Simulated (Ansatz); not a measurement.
`C=[CH][GeH2][SiH3]` → `C=[C]([SiH3])[GeH3]`  (isomerisation)

Calculated with Ansatz (gas phase, PBE0-D4/def2-TZVP geometries, no zero-point term in ΔE). CCSD(T)/CBS adds triple-zeta CCSD(T) − MP2 to the extrapolated MP2 energy (def2 sets, frozen cores). Functionals use def2-TZVPP. B3LYP here is the variant with VWN-RPA as its local correlation; programs differ in this. For Ge outer-core shells are correlated without core-valence functions, which leaves a few kJ/mol of doubt a bond. Scalar relativity is left out up to krypton. Each species was taken in one conformer, which may not be the lowest.

```csv
level,ΔE (kcal/mol),difference from CCSD(T)/CBS
PBE-D4,4.8,1.9
r2SCAN-D4,3.8,0.9
PBE0-D4,4.4,1.5
B3LYP-D4,3.3,0.4
ωB97X-V,3.1,0.2
ωB97M-V,2.6,-0.3
B2PLYP,3.2,0.3
PBE,5.4,2.5
r2SCAN,3.9,1.0
PBE0,4.9,2.0
B3LYP,4.3,1.4
HF/def2-TZVPP,2.4,-0.5
MP2/def2-TZVPP,1.6,-1.3
SCS-MP2/def2-TZVPP,1.6,-1.3
CCSD/def2-TZVPP,3.0,0.1
CCSD(T)/def2-TZVPP,2.8,-0.1
HF/def2-QZVPP,2.1,-0.8
MP2/def2-QZVPP,1.6,-1.3
SCS-MP2/def2-QZVPP,1.5,-1.4
HF/CBS(def2),2.1,-0.8
MP2/CBS(def2),1.7,-1.2
CCSD/CBS(def2),3.1,0.2
CCSD(T)/CBS,2.9,0
```

Largest T1 diagnostic among the species: 0.012.

The D4 term adds −1.0 kcal/mol with B3LYP and −0.5 kcal/mol with PBE0; it sums over pairs of atoms, weighted by their polarisabilities, and B3LYP, whose exchange is more repulsive, gets the larger term.
